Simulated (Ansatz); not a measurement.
`[BH2][SnH2][OH]` + NH₃ → `[BH2][SnH2][NH2]` + H₂O at 500 K and 1 bar (ligand exchange at the Sn–O bond).

Computed with Ansatz on PBE0-D4/def2-TZVP structures; ΔE is electronic, products minus reactants. CCSD(T)/CBS is the MP2 limit (def2-TZVPP, def2-QZVPP) plus CCSD(T) − MP2 in def2-TZVPP, frozen cores. This one scheme is used for every species. def2 core potentials past Kr. For Sn outer-core shells are correlated without core-valence functions, which leaves a few kJ/mol of doubt a bond. Each species was taken in one conformer, which may not be the lowest.

```
           species  CCSD(T)/CBS energy (Eh)  H − E (kJ/mol)  S (J/(mol·K))
 `[BH2][SnH2][OH]`               -316.96213           162.3          389.6
               NH₃                -56.50880           108.2          211.8
`[BH2][SnH2][NH2]`               -297.08243           196.2          394.4
               H₂O                -76.37941            73.2          206.3
```

H − E and S are ideal-gas, rigid-rotor, harmonic terms from PBE0-D4/def2-TZVP, for one conformer and one mirror image of each species. 1 Eh = 2625.50 kJ/mol, R = 8.31446 J/(mol·K).

Problem. By hand: ΔE, ΔH, ΔS and ΔG.

Solution. ΔE = (-297.08243) + (-76.37941) − (-316.96213) − (-56.50880) = 0.00909 Eh = 23.9 kJ/mol. Δ(H − E) = 196.2 + 73.2 − 162.3 − 108.2 = -1.1, so ΔH = 22.8 kJ/mol. ΔS = 394.4 + 206.3 − 389.6 − 211.8 = -0.7 J/(mol·K). ΔG = 22.8 − 500 × (-0.7)/1000 = 23.2 kJ/mol.

Problem. By hand: the equilibrium constant, and the temperature at which ΔG would vanish if ΔH and ΔS stayed fixed.

Solution. log₁₀ K = −ΔG/(RT ln 10) = -2.4. ΔH and −TΔS have one sign here, so there is no such temperature.

The number of gas molecules stays the same, so ΔS is small and ΔH decides. A doubt of 5 kJ/mol in ΔE shifts log₁₀ K by 0.5 here. Other conformers and mirror images would add mixing entropy, several J/(mol·K) or more a flexible species. These are equilibria of isolated gas molecules and say nothing of rates. Largest T1 diagnostic: 0.014 (customary marks: 0.02 for closed shells, 0.045 for open ones).

ΔS is within the doubt of such terms, so its sign, and with it that verdict, could turn.
